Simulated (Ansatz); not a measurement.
Correlation energies of CH₂BFS, SMILES `FC1BS1` by basis set

Z-matrix (Å, degrees):
```
C
B 1 1.532
S 1 1.844 2 61.2
F 1 1.363 2 119.7 3 -104.6
H 1 1.086 2 126.3 3 99.9
H 2 1.181 1 149.0 3 175.5
```

Charge 0, multiplicity 1. The geometry is a stationary point of PBE0-D4/def2-TZVP. Frozen core, restricted reference, Ansatz. CBS rows extrapolate triple and quadruple zeta; past MP2 they add the triple-zeta difference.

| basis | HF (Eh) | MP2 corr. | CCSD corr. | (T) | CCSD(T) total |
| --- | --- | --- | --- | --- | --- |
| def2-SVP | -560.40080 | -0.52758 | -0.55772 | -0.01809 | -560.97661 |
| def2-TZVPP | -560.73543 | ? | ? | ? | ? |
| def2-QZVPP | -560.75350 | -0.73605 | – | – | – |
| CBS(def2) | ? | -0.77785 | -0.80298 | as TZ | ? |

Problem. Fill in the withheld values. (Best estimate.)

Solution. Computed: def2-TZVPP MP2 corr.: -0.67961; def2-TZVPP CCSD corr.: -0.70474; def2-TZVPP (T): -0.03140; def2-TZVPP CCSD(T) total: -561.47157; CBS(def2) HF (Eh): -560.75598; CBS(def2) CCSD(T) total: -561.59036.
